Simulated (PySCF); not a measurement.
Compound: CH8NP2Si (doublet state).
Structure used (GFN2-xTB), in Å, numbered top down from 1:
```
atom  x, y, z in Å
C1     2.2108   -0.3904   -0.4790
N2     0.8009   -0.2852   -0.3748
Si3   -0.2550    0.1847    0.7951
P4    -1.7788   -1.5086    1.0672
P5    -1.6382    1.7730   -0.1329
H6     2.5105   -1.4271   -0.2918
H7     2.5059   -0.1465   -1.5033
H8     2.7579    0.2479    0.2192
H9    -0.0346    0.6962    2.1611
H10   -2.8925   -0.7408    0.7567
H11   -1.6869   -2.0090   -0.2178
H12   -0.6236    2.5156   -0.7062
H13   -1.8808    1.0906   -1.3113
```

The hyperfine couplings belong to this conformer and change with its torsions.

As a line formula: `C[N][SiH](P)P` [radical].

Theory: UKS B3LYP, pcH-1 on C H N P Si, non-relativistic, mean-field spin-orbit, GIAO (PySCF). One conformer (not necessarily the lowest) at the GFN2-xTB geometry, without solvent, vibrations or thermal averaging. A GFN2-xTB geometry isn't a minimum of the functional, and hyperfine couplings can be far from their values at a DFT geometry. Stability of the SCF solution: not tested.

(1) Predict the first-order ENDOR lines of N2, H6/H7/H8, H9, H10/H11/H12/H13 and P4/P5 under fast tumbling at B = 347.6 mT (X band).

(2) Which pairs are centred on the nuclear Larmor frequency, and which on half the coupling?

(3) At what field would the lower line of N2 fall to zero frequency?

Answers

(1) ν± = |νn ± a/2|, one line for each electron-spin manifold; νn = |g_N| × 7.62259 MHz/T × B.

| nuclei | isotope | g_N | νn (MHz) | a_iso (MHz) | lower line (MHz) | upper line (MHz) |
| --- | --- | --- | --- | --- | --- | --- |
| N2 | 14N | 0.4038 | 1.07 | 25.66 | 11.76 | 13.90 |
| H6/H7/H8 | 1H | 5.5857 | 14.80 | 81.32 | 25.86 | 55.46 |
| H9 | 1H | 5.5857 | 14.80 | -7.53 | 11.04 | 18.56 |
| H10/H11/H12/H13 | 1H | 5.5857 | 14.80 | -3.02 | 13.29 | 16.31 |
| P4/P5 | 31P | 2.2632 | 6.00 | -25.09 | 6.55 | 18.54 |

(2) Centred on νn, since |a| < 2νn: H9 and H10/H11/H12/H13. Centred on |a|/2 and split by 2νn: N2, H6/H7/H8 and P4/P5.

(3) Where νn = |a|/2, that is B = 12.83 MHz/(0.4038 × 7.62259 MHz/T) = 4170 mT, as far as first order holds there.

Class means assume fast exchange of nuclei equivalent by connectivity; if that motion is slow, each nucleus keeps its own coupling. The three 1H nuclei of mean +81.3 MHz run from 24.1 to 164.6 MHz in the frozen geometry. The 31P value of -25.1 MHz is a mean of couplings from -29.5 to -20.7 MHz in this one geometry, not an average over conformers. The 1H value of -3.0 MHz is a mean of couplings from -6.7 to 1.3 MHz in this one geometry, not an average over conformers.

Time: 57 s wall (with the writing of density and orbital grids); peak memory 0.79 GiB. Hardware: Arm Neoverse V2, one thread, shared host with 96 logical CPUs at a one-minute load of 58.
